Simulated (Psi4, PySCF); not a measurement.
Conformational energy of C9H8O2S, SMILES COc1ccc(-c2ccco2)s1. Scanned: dihedral S12–C6–C7–O11; all other coordinates were relaxed at GFN2-xTB. Points at φ and −φ are mirror images. Heavy atoms are numbered in the order of the SMILES COc1ccc(-c2ccco2)s1, hydrogens after them in the order of the atoms that carry them; the mirror image has the same energies with the sign of each dihedral reversed.

- RKS-B3LYP/6-31G* = restricted B3LYP/6-31G*, spherical d, density fitting // GFN2-xTB (PySCF 2.14.0)
- PBE/def2-SVP // GFN2-xTB (Psi4)
- PBE-D3(BJ)/def2-SVP // GFN2-xTB (Psi4)

Energies relative to the lowest point of each profile, in eV:

| φ / ° | RKS-B3LYP/6-31G* | PBE/def2-SVP |
|---|---|---|
| -165 | 0.010 | 0.009 |
| -105 | 0.146 | 0.173 |
| -90 | 0.159 | 0.191 |
| -60 | 0.090 | 0.116 |
| 0 | 0.000 | 0.002 |
| 15 | 0.004 | 0.009 |
| 60 | 0.090 | 0.116 |
| 75 | 0.135 | 0.166 |
| 105 | 0.146 | 0.173 |
| 135 | 0.066 | 0.078 |
| 150 | 0.031 | 0.036 |
| 180 | 0.004 | 0.000 |

Q: Predict the corresponding PBE-D3(BJ)/def2-SVP column.

A: -165: 0.009; -105: 0.179; -90: 0.197; -60: 0.120; 0: 0.003; 15: 0.010; 60: 0.120; 75: 0.171; 105: 0.179; 135: 0.080; 150: 0.037; 180: 0.000 (eV).
